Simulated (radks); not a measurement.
Neutral lead, 82 electrons, occupied as [Hg] 6p2.

All-electron calculation, scalar-relativistic Kohn-Sham, BLYP, spin-polarised, spherical densities, finite nucleus; open shells are filled with parallel spins first (spin-orbit coupling, left out, can overturn this in heavy ions); Fermi nuclear charge, rms radius 5.5012 fm. Program: a radial shooting solver on a logarithmic mesh with Libxc functionals.

Energy parts (eV):
part                       energy
total                  -568095.90
kinetic                 641650.22
electron-nucleus      -1417968.20
Hartree                 218762.91
exchange-correlation    -10540.84

Orbitals (lengths in bohr, moments of r in powers of bohr; r(max) is where P^2 peaks):
orbital  occ.  eigenvalue (eV)    r(max)       <r^4>   <1/r>      <r^2>
1s up       1        -88081.96  0.009847   3.537e-07   101.3  0.0003574
1s down     1        -88081.94  0.009847   3.537e-07   101.3  0.0003574
2s up       1        -15755.83   0.05716  0.00005103   23.79   0.005422
2s down     1        -15755.83   0.05716  0.00005103   23.79   0.005422
2p up       3        -13521.26   0.04760  0.00004233   20.91   0.004617
2p down     3        -13521.25   0.04760  0.00004233   20.91   0.004617
3s up       1        -3781.870    0.1612    0.001831   8.817    0.03487
3s down     1        -3781.860    0.1612    0.001831   8.817    0.03487
3p up       3        -3140.785    0.1613    0.002042   7.980    0.03612
3p down     3        -3140.773    0.1613    0.002042   7.980    0.03612
3d up       5        -2485.149    0.1314    0.001568   7.489    0.02992
3d down     5        -2485.139    0.1314    0.001568   7.489    0.02992
4s up       1        -855.6572    0.3623     0.03999   3.798     0.1666
4s down     1        -855.6397    0.3623     0.03999   3.798     0.1666
4p up       3        -645.4590    0.3823     0.05374   3.414     0.1910
4p down     3        -645.4402    0.3823     0.05373   3.414     0.1910
4d up       5        -401.6928    0.3883     0.07230   3.069     0.2144
4d down     5        -401.6715    0.3883     0.07229   3.069     0.2144
5s up       1        -143.7777    0.7886      0.9579   1.598     0.8158
5s down     1        -143.7285    0.7886      0.9575   1.598     0.8158
4f up       7        -132.5456    0.3497      0.1191   2.675     0.2468
4f down     7        -132.5209    0.3497      0.1191   2.675     0.2467
5p up       3         -85.5037    0.8813       1.730   1.366      1.077
5p down     3         -85.4557    0.8814       1.725   1.366      1.076
5d up       5         -20.8931     1.073       7.118   1.004      2.007
5d down     5         -20.7259     1.072       6.849   1.009      1.978
6s up       1         -12.1830     1.973       59.40  0.5503      6.127
6s down     1         -11.4168     1.955       58.60  0.5560      6.056
6p up       2          -3.7227     2.660       300.0  0.3785      13.03
6p down     0          -2.8831     2.656       367.1  0.3708      14.05

The highest occupied level is 6p up at -3.723 eV. Summed over all electrons, <r^2> = 73.95 bohr^2, which gives a Langevin (diamagnetic) susceptibility term of -58.6 x 10^-6 cm^3/mol. For comparison, the ionisation energy in NIST's Atomic Spectra Database is 7.417 eV (measured). In exact Kohn-Sham theory the highest level is minus the ionisation energy, but local and semilocal functionals leave it too shallow, through self-interaction and a potential that decays too fast; potentials with the right tail come closer. Spin moment in Bohr magnetons: 2. The spin density at the nucleus is -7.932 e/bohr^3 (1s -0.388, 2s 0.147, 3s 0.134, 4s 0.046, 5s 0.428, 6s -8.299).
